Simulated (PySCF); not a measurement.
Gas-phase reaction: 2 WO2F2 + H2O2 + 3 F2 = 2 WF5OH + 2 O2

Method: PySCF energies plus ideal-gas RRHO corrections (1 bar). S°(298 K) at PBE0/def2-TZVP differs from the NASA 1993 table for H2O2 (-8 J/mol/K); whether the harmonic model or the table's entry is off was not settled. † marks an energy on the PBE0/def2-TZVP geometry and frequencies; other levels use their own. CCSD(T) freezes the core. Open shells (unrestricted): O2 (multiplicity 3); the rest are closed-shell singlets. B3LYP is the form with VWN-RPA correlation. W: scalar-relativistic def2 core potential, no spin-orbit coupling. No R ln 2 is added for the mirror-image form of H2O2. WO2F2, WF5OH: computed as isolated molecules; such fragments, hydroxides, amides, oligomers or adducts are transient or little studied in the gas. CCSD(T) isn't extrapolated to the basis-set limit. The harmonic model lacks anharmonicity and excited electronic states, which grow with temperature; levels with a mode under 35 cm⁻¹ are left out. Internal rotation in H2O2 is treated as a harmonic vibration of one conformer, which makes the entropy rough. Soft modes under 120 cm⁻¹ make the harmonic entropy rough for WF5OH. Warning, large T1 diagnostic: WF5OH, WO2F2 (CCSD(T)/def2-SVP†).

| level | ΔE electronic, kJ | ΔH°(298 K), kJ | ΔS°(298 K), J/K | ΔG°(1800 K), kJ |
|---|---|---|---|---|
| B3LYP/def2-TZVP† | -1342 | -1341 | -272 | -914 |
| BLYP/def2-TZVP† | -1268 | -1266 | -272 | -840 |
| CCSD(T)/def2-SVP† | -1322 | -1320 | -272 | -894 |
| PBE/def2-SVP | -1400 | -1395 | -257 | -992 |
| r2SCAN/def2-TZVP† | -1441 | -1439 | -272 | -1013 |
ΔH° is lowest at r2SCAN/def2-TZVP† and highest at BLYP/def2-TZVP†. No reference value is set beside these.
